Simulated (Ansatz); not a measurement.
Reaction (SMILES): Br[Si]Br (closed-shell singlet) → 2 Br atom + Si atom
B3LYP-D3(BJ)/def2-TZVP geometries, fixed; electronic energies without zero-point terms.

The atomisation energy at MP2 with Ansatz (a first-principles code), in kcal/mol, split into its Hartree-Fock and correlation parts. Cores are frozen (with 3d on Ga to Br). A restricted Hartree-Fock determinant is unstable towards unrestricted orbitals. Open shells are unrestricted. No added dispersion term, no relativity. Functions are those of the species that has most.

```json
[
 {"basis": "cc-pV(D+d)Z", "X": "2", "functions": "77", "Hartree-Fock": "115.92", "MP2": "162.40"},
 {"basis": "cc-pV(T+d)Z", "X": "3", "functions": "125", "Hartree-Fock": "119.60", "MP2": "176.56"},
 {"basis": "cc-pV(Q+d)Z", "X": "4", "functions": "200", "Hartree-Fock": "119.74", "MP2": "182.42"},
 {"basis": "cc-pV(5+d)Z", "X": "5", "functions": "308", "Hartree-Fock": "119.73", "MP2": "184.80"}
]
```

Worked estimate of the basis-set limit from each neighbouring pair, with Hartree-Fock from the larger set and the correlation part extrapolated as X^-3.
Correlation parts: X = 2: 46.48, X = 3: 56.96, X = 4: 62.68, X = 5: 65.07.
- (2,3): (27·(56.96) - 8·(46.48))/19 = 61.37; with Hartree-Fock 119.60 the estimate is 180.97 kcal/mol.
- (3,4): (64·(62.68) - 27·(56.96))/37 = 66.85; with Hartree-Fock 119.74 the estimate is 186.59 kcal/mol.
- (4,5): (125·(65.07) - 64·(62.68))/61 = 67.58; with Hartree-Fock 119.73 the estimate is 187.31 kcal/mol.
The last two estimates differ by 0.71 kcal/mol; the largest set lies 2.51 from the last. Over the last step Hartree-Fock moves by -0.01 and the correlation part by 2.39.
